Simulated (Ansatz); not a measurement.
C2H5BO2 (`BC(=O)OC`), relaxed with RKS PBE-D4/def2-SVP in Ansatz from a rough embedded geometry. The force threshold is 0.03 eV/Å; the program also tests the step.

Total charge 0; spin multiplicity 1.

Start:

```xyz
10

B     0.396   -1.661   -1.226
C     0.443   -0.558   -0.192
O     1.408   -0.530    0.581
O    -0.543    0.387   -0.051
C    -0.616    1.385    0.879
H    -0.494   -1.693   -2.057
H     1.291   -2.438   -1.358
H     0.300    2.073    0.778
H    -1.550    2.054    0.746
H    -0.636    0.981    1.901
```

**Question.** How much energy does the relaxation release, and in how many steps? (Estimate.)

**Answer.** Computed: 17.71 kcal/mol, in 20 steps, 1 of them rejected.

**Question.** Which bonds change most? (An estimate is asked.)

**Answer.** Computed: O4–C5 from 1.366 to 1.443 Å; C5–H9 from 1.156 to 1.104 Å; C5–H8 from 1.150 to 1.108 Å; C2–O4 from 1.372 to 1.331 Å.

**Question.** Give the relaxed structure. (Estimate.)

**Answer.** Ansatz gave: 
```xyz
10

B     0.406   -1.635   -1.262
C     0.241   -0.427   -0.307
O     1.395   -0.194    0.071
O    -0.840    0.253    0.069
C    -0.611    1.341    0.989
H     0.684   -1.431   -2.425
H     0.418   -2.755   -0.796
H     0.090    2.082    0.556
H    -1.598    1.801    1.166
H    -0.184    0.965    1.941
```
